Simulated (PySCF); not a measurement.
Positional isomers: butadiene chloro+silyl. All species are isolated molecules in the gas phase. One relaxed conformer stands for each flexible species; it need not be the lowest. Strings in code marks are SMILES.

The four lowest singlet excitations (Tamm–Dancoff). Method: CAM-B3LYP-D3(BJ)/def2-TZVP (PySCF). Excitations are Tamm–Dancoff values on a coarser integration grid. The basis has no diffuse functions, so Rydberg states are missing or too high.

| state | energy (eV) | wavelength (nm) | oscillator strength |
|---|---|---|---|
| S1 | 5.51 | 225 | 0.898 |
| S2 | 6.12 | 202 | 0.001 |
| S3 | 6.72 | 185 | 0.000 |
| S4 | 6.83 | 182 | 0.001 |

### Question
Say which member gives these states.
A) `[SiH3]/C=C\C=C/Cl` (C–C–C–C torsion 180°)
B) `C=C/C([SiH3])=C/Cl` (C–C–C–Si torsion 0°)
C) `C=C([SiH3])C(=C)Cl` (Si–C–C–Cl torsion 45°)
D) `C=C([SiH3])/C=C/Cl` (Si–C–C–C torsion 0°)

### Answer
A, `[SiH3]/C=C\C=C/Cl` (C–C–C–C torsion 180°)
